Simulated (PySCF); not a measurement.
C₆ coefficients of unlike pairs at MN15

Calculated with PySCF 2.14 from the dipole response of each species, C₆(A,B) = (3/π) ∫ α_A(iu) α_B(iu) du, in atomic units, from isotropic polarisabilities. For ions this is the dispersion term alone; charge-induced terms of lower order in 1/R come first.

```tsv
species	configuration	basis	relativity	α (bohr³)	C₆ (like pair)
P²⁺	[Ne] 3s2 3p1 (2P)	dyall-acv3z (19s12p6d4f)	spin-free X2C	9.172	31.80
Ag²⁺	[Kr] 4d9 (2D)	aug-cc-pwCVDZ-PP with ECP28MDF (6s6p5d3f)	core potential	5.784	29.38
In⁺	[Kr] 4d10 5s2 (1S)	aug-cc-pVQZ-PP with one added diffuse shell each of s, p, d, f, g type with ECP28MDF (8s8p6d4f3g)	core potential	24.66	167.7
Nb²⁺	[Kr] 4d3 (4F)	aug-cc-pVTZ-PP with one added diffuse shell each of s, p, d, f, g type with ECP28MDF (7s7p6d4f3g)	core potential	11.70	60.59
```

Problem. Estimate C₆ for Ag²⁺ with P²⁺.

Solution. The integral gives 27.87. The combination rule 2 C_A C_B / (C_A α_B/α_A + C_B α_A/α_B) gives 28.04 and the geometric mean 30.57.

No spin-orbit coupling is included.

The other pairs:

```json
{"pair": "Nb²⁺, P²⁺", "C₆": "43.25"}
{"pair": "In⁺, P²⁺", "C₆": "72.46"}
{"pair": "Nb²⁺, Ag²⁺", "C₆": "40.77"}
{"pair": "Nb²⁺, In⁺", "C₆": "98.29"}
{"pair": "In⁺, Ag²⁺", "C₆": "62.54"}
```
